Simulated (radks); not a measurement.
All-electron atom: Mo+ in [Kr] 4d5 (the NIST ground configuration).

Method: Dirac Kohn-Sham, exchange-only LDA, spin-unpolarised, spherical densities, finite nucleus; open shells are shared between the two j in proportion to 2j + 1; Fermi nuclear charge, rms radius 4.4091 fm; computed with a radial shooting solver on a logarithmic mesh with Libxc functionals.

Energy parts (eV):
| part | energy |
|---|---|
| total | -109956.640 |
| kinetic | 114057.471 |
| electron-nucleus | -265682.585 |
| Hartree | 44807.540 |
| exchange | -3139.066 |

Orbitals (lengths in bohr, moments of r in powers of bohr):
orbital	occ.	eigenvalue (eV)	<r^2>	<r>	<1/r>	small-component weight
1s1/2	2	-19789.27	0.001672	0.03520	43.50	2.34e-02
2s1/2	2	-2799.278	0.02786	0.1536	9.900	4.80e-03
2p1/2	2	-2577.404	0.02101	0.1308	9.883	4.81e-03
2p3/2	4	-2471.037	0.02238	0.1354	9.411	4.65e-03
3s1/2	2	-480.2260	0.2116	0.4296	3.384	1.28e-03
3p1/2	2	-395.7425	0.2095	0.4240	3.287	1.23e-03
3p3/2	4	-378.2195	0.2200	0.4346	3.172	1.18e-03
3d3/2	4	-228.2467	0.2061	0.4137	2.985	1.07e-03
3d5/2	6	-224.9269	0.2094	0.4172	2.955	1.06e-03
4s1/2	2	-69.8892	1.393	1.108	1.239	2.91e-04
4p1/2	2	-45.8407	1.704	1.217	1.114	2.43e-04
4p3/2	4	-43.3235	1.796	1.250	1.079	2.33e-04
4d3/2	2	-9.5863	4.501	1.911	0.7126	1.10e-04
4d5/2	3	-9.3741	4.620	1.935	0.7033	1.07e-04

The highest occupied level is 4d5/2 at -9.374 eV. Summed over all electrons, <r^2> = 40.23 bohr^2, which gives a Langevin (diamagnetic) susceptibility term of -31.9 x 10^-6 cm^3/mol. The electron density at the nucleus is 9.045e+04 e/bohr^3.
